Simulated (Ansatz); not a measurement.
Reaction (ligand exchange at a Ga–N bond): `C[NH][Ga]([NH2])[Cl]` + H₂S → `[NH2][Ga]([SH])[Cl]` + CH₃NH₂

Isolated molecules relaxed with PBE0-D4/def2-TZVP in Ansatz; ΔE leaves out vibrations. CBS: MP2 limit from def2 TZ/QZ plus the TZ coupled-cluster correction, frozen cores. This one scheme is used for every species. DFT in def2-TZVPP. B3LYP here is the variant with VWN-RPA as its local correlation; programs differ in this. For Ga outer-core shells are correlated without core-valence functions, which leaves a few kJ/mol of doubt a bond. Scalar relativity is left out up to krypton. Each species was taken in one conformer, which may not be the lowest.

CCSD(T)/CBS gives -50.7 kJ/mol.

(1) Another level gave -56.9 kJ/mol. Which?
A. B3LYP/def2-TZVPP
B. B97M-V/def2-TZVPP
C. RPA@PBE/def2-TZVPP
D. CAM-B3LYP/def2-TZVPP

Largest T1 diagnostic among the species: 0.012.

Answers

(1) A. B3LYP -56.9, B97M-V -61.1, RPA@PBE/def2-TZVPP -46.3, CAM-B3LYP -51.8 kJ/mol.

At CCSD(T), def2-SVP lies +3.3 kJ/mol from the extrapolated value and def2-TZVPP +0.7 kJ/mol. Leaving LDA and LC-ωPBE aside and taking each functional with its dispersion term where it has one, the values, not all of them listed here, spread over 10.8 kJ/mol, from B97M-V to CAM-B3LYP-D4. LDA lies +8.1 kJ/mol from PBE without D4.

CCSD(T)/CBS has its own doubt, a few kJ/mol and more with outer-core shells, so smaller differences from it don't rank the levels.
